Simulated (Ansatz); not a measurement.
Total energies of FGeH5OSSi, SMILES `F[SiH](S)[O][GeH3]`.

```tsv
atom	x (Å)	y (Å)	z (Å)
F1	0.038	0.633	-1.921
Si2	0.516	-0.624	-1.055
S3	-0.396	-2.406	-1.736
O4	0.128	-0.333	0.482
Ge5	-0.121	1.131	1.477
H6	1.969	-0.762	-1.274
H7	-1.583	-2.105	-1.180
H8	-0.024	0.642	2.925
H9	-1.513	1.685	1.149
H10	0.985	2.140	1.135
```

Charge 0, multiplicity 1. Correlated methods include outer-core shells of Ge, which these sets cover unevenly. Scalar relativity is left out up to krypton. Geometry: relaxed with PBE0-D4/def2-TZVP. It is one conformer, not always the lowest. Basis def2-TZVPP, Ansatz.

RPA on PBE orbitals: Hartree–Fock energy of these orbitals -2939.24159 Eh, correlation -1.66273 Eh (frozen core).

| functional | energy without D4 (Eh) | D4 term (kJ/mol) |
| --- | --- | --- |
| LDA (SPW92) | -2936.13756 | – |
| PBE | -2942.20558 | -24.7 |
| revPBE | -2942.66284 | -67.0 |
| BLYP | -2943.04971 | -53.2 |
| r2SCAN | -2942.89212 | -6.0 |
| B97M-V | -2942.41320 | – |
| PBE0 | -2942.32649 | -21.1 |
| B3LYP | -2943.11715 | -40.1 |
| r2SCANh | -2942.87108 | -6.5 |
| HSE06 (plane-wave form) | -2942.30540 | -19.9 |
| LC-ωPBE | -2942.45742 | – |
| ωB97X-V | -2942.67690 | – |
| B2PLYP | -2942.31587 | – |
| PBE-QIDH | -2941.81614 | – |

**Question.** Give the same for r2SCAN0, BHLYP, CAM-B3LYP, ωB97M-V. (Estimate.)

**Answer.** Ansatz gave: 
| functional | energy without D4 (Eh) | D4 term (kJ/mol) |
| --- | --- | --- |
| r2SCAN0 | -2942.84129 | -7.2 |
| BHLYP | -2942.93995 | -33.2 |
| CAM-B3LYP | -2943.12575 | -21.8 |
| ωB97M-V | -2942.82054 | – |

B3LYP takes the VWN-RPA correlation (the form of Gaussian; ORCA's B3LYP/G). HSE06 is the plane-wave form, built on full-range PBE exchange. The double hybrids freeze the cores in their second-order part.

LC-ωPBE has ω = 0.4 bohr⁻¹.
